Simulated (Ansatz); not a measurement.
The cluster H₂Au₂⁺ (the lowest doublet isomer of a short search). The state is a doublet with charge 1. Geometry PBE-D4/def2-TZVP, basis def2-TZVP, Ansatz.

```
atom   x (Å)   y (Å)   z (Å)
 Au1  -1.316  -0.053   0.145
 Au2   1.306   0.142  -0.211
  H3   1.512   0.974   1.082
  H4  -1.502  -1.063  -1.017
```

| run | HOMO (eV) | LUMO (eV) |
| --- | --- | --- |
| A | -15.26 | -8.14 |
| B | -11.92 | -11.34 |
| C | -12.90 | -10.40 |
| D | -13.14 | -10.31 |
| E | -12.18 | -11.19 |
| F | -11.81 | -11.30 |

In the def2 sets Au takes a core potential; there is no spin–orbit coupling. LC-ωPBE has ω = 0.4 bohr⁻¹. The structure comes from a short search, and lower isomers may exist.

HOMO and LUMO are taken over both spins.

Q: The runs used BLYP, LC-ωPBE, PBE, PBE0, r2SCAN, r2SCAN0. Estimate which is which.

A: A LC-ωPBE (range-separated); B PBE (0 % exact exchange); C PBE0 (25 % exact exchange); D r2SCAN0 (25 % exact exchange); E r2SCAN (0 % exact exchange); F BLYP (0 % exact exchange). Exact exchange lowers occupied and raises empty levels; among semilocal functionals meta-GGAs tend to open the gap a little, and such runs are hard to tell apart. The gap grows from 0.51 eV (BLYP) to 7.11 eV (LC-ωPBE).
